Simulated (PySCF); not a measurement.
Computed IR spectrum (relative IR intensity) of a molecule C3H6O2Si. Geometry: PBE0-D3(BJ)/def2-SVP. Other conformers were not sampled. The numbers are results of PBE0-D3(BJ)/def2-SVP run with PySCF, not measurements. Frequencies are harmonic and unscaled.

ν (cm⁻¹): 384 (w), 458 (w), 623 (w), 837 (w), 896 (s), 926 (w), 937 (m), 1006 (w), 1145 (w), 1241 (vs), 1358 (w), 1402 (w), 1718 (m), 1841 (m), 2251 (w), 2263 (m), 2267 (m), 3232 (vw) (against the strongest line: vs over 80 %, s over 45 %, m over 15 %, w over 4 %, vw less)

Question: Which structure fits?
A) O=C1CC[Si@@H]1O
B) CC=C1O[SiH2]O1
C) O=C[C@H]1CO[SiH2]1
D) C=COC(=O)[SiH3]

Answer: D, C=COC(=O)[SiH3]
